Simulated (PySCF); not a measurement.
Nb(O)(F)2(OH) (F₂HNbO₂), SMILES [O]=[Nb]([OH])([F])[F], multiplicity 1.

Geometry optimised at B3LYP-D3(BJ)/def2-SVP. The spin state was assumed, not searched. The structure was generated by enumeration; whether it is a known compound was not checked. The def2 effective core potentials stand for the cores of Nb; spin–orbit coupling is left out. The values are those of a single conformer.

Two levels are set side by side: TDDFT-PBE/def2-SVPD (PySCF) and TDDFT-PBE0/def2-SVPD (PySCF). Vertical, same geometry. The lowest singlet is HOMO→LUMO 91 % with PBE and HOMO→LUMO 82 % with the other functional; states are paired by order. Differences are taken from unrounded values.

| quantity | TDDFT-PBE |
|---|---|
| lowest singlet excitation (eV) | 5.85 |
| lowest triplet excitation (TDA) (eV) | 5.46 |

Problem. These are the TDDFT-PBE values. What does TDDFT-PBE0 give? (The exact figures need the calculation; the answer reports its results.)

Solution. 
| quantity | TDDFT-PBE0 | TDDFT-PBE minus TDDFT-PBE0 |
|---|---|---|
| lowest singlet excitation (eV) | 6.22 | -0.37 |
| lowest triplet excitation (TDA) (eV) | 5.60 | -0.14 |

Functionals without exact exchange tend to place singlet excitations lower, as here. Differences between two approximate levels are no errors against the true value.

Rough cost on one machine, each run with all the roots and properties that it gave: TDDFT-PBE0 against TDDFT-PBE about 4 times.
